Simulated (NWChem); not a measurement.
System meant: C$_{2}$H$_{4}$O$_{3}$Si; SMILES O1[SiH](OC1=O)C

The following NWChem deck was run.

```
start job
memory heap 200 mb stack 900 mb global 1100 mb
geometry units angstroms noautoz
  C     -0.741187     2.229037     0.000000
  Si     0.466475     0.823978     0.000000
  O      0.122726    -0.471137    -1.099308
  C     -0.089636    -1.297647     0.000000
  O     -0.388065    -2.452898     0.000000
  O      0.122726    -0.471137     1.099308
  H     -0.591754     2.865974    -0.896078
  H     -1.781171     1.848592     0.000000
  H     -0.591754     2.865974     0.896078
  H      1.903415     1.230059     0.000000
end
basis spherical
  C library def2-svp
  Si library def2-svp
  O library def2-svp
  H library def2-svp
end
dft
  odft
  mult 2
  xc b3lyp
  iterations 150
  mulliken
end
task dft energy
```

End of the output:

```
 Summary of "ao basis" -> "" (spherical)
 ------------------------------------------------------------------------------
       Tag                 Description            Shells   Functions and Types
 ---------------- ------------------------------  ------  ---------------------
 C                          def2-svp                 6       14   3s2p1d
 Si                         def2-svp                 8       18   4s3p1d
 O                          def2-svp                 6       14   3s2p1d
 H                          def2-svp                 3        5   2s1p

                                 NWChem DFT Module
                                 -----------------

 Summary of "ao basis" -> "ao basis" (spherical)
 ------------------------------------------------------------------------------
       Tag                 Description            Shells   Functions and Types
 ---------------- ------------------------------  ------  ---------------------
 C                          def2-svp                 6       14   3s2p1d
 Si                         def2-svp                 8       18   4s3p1d
 O                          def2-svp                 6       14   3s2p1d
 H                          def2-svp                 3        5   2s1p

      Symmetry analysis of basis
      --------------------------

        a'         70
        a"         38

  number of electrons :                   54
  multiplicity        :                    2
 ------------------------------------------------------------------------
  no. of electrons and multiplicity not compatible                  54
 ------------------------------------------------------------------------
 ------------------------------------------------------------------------
  current input line :
    28: task dft energy
 ------------------------------------------------------------------------
 ------------------------------------------------------------------------
 There is an error in the input file
 ------------------------------------------------------------------------
 For more information see the NWChem manual at https://nwchemgit.github.io

0: no. of electrons and multiplicity not compatible:Received an Error in Communication
```

Q: Find the fault in this run and fix the input.

A: The program refused the input. Cause: the multiplicity doesn't fit the number of electrons (an even count wants an odd multiplicity, and the reverse). This input runs:
```
start job
memory heap 200 mb stack 900 mb global 1100 mb
geometry units angstroms noautoz
  C     -0.741187     2.229037     0.000000
  Si     0.466475     0.823978     0.000000
  O      0.122726    -0.471137    -1.099308
  C     -0.089636    -1.297647     0.000000
  O     -0.388065    -2.452898     0.000000
  O      0.122726    -0.471137     1.099308
  H     -0.591754     2.865974    -0.896078
  H     -1.781171     1.848592     0.000000
  H     -0.591754     2.865974     0.896078
  H      1.903415     1.230059     0.000000
end
basis spherical
  C library def2-svp
  Si library def2-svp
  O library def2-svp
  H library def2-svp
end
dft
  xc b3lyp
  iterations 150
  mulliken
end
task dft energy
```
It converges to -593.56164 Ha (B3LYP/def2-SVP).
